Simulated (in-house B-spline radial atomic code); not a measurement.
# S³⁺: [Ne] 3s1 3p1 4d1 (an excited or competing configuration)

Method: non-relativistic TPSSh, spin-polarised, spherical fractional occupations, exact exchange averaged over the configuration, point nucleus. Calculated with a B-spline radial code for spherical atoms.

Z_r = [3n² - l(l+1)]/(2<r>); Z_e = n√(-2ε); the last column is Slater's effective charge. Values are occupation-weighted means over spin.

```csv
shell,electrons,ε (eV),<r> (bohr),Z_r,Z_e,Slater
1s,2,-2470.5,0.09718,15.44,13.48,15.70
2s,2,-267.8,0.4777,12.56,8.87,11.85
2p,6,-212.16,0.44,11.36,7.90,11.85
3s,1,-61.72,1.468,9.19,6.39,6.85
3p,1,-49.096,1.573,7.95,5.70,6.85
4d,1,-14.706,4.333,4.85,4.16,4.00
```

The least bound orbital is 4d up at -14.71 eV, and it is also the most diffuse (<r> = 4.333 bohr).
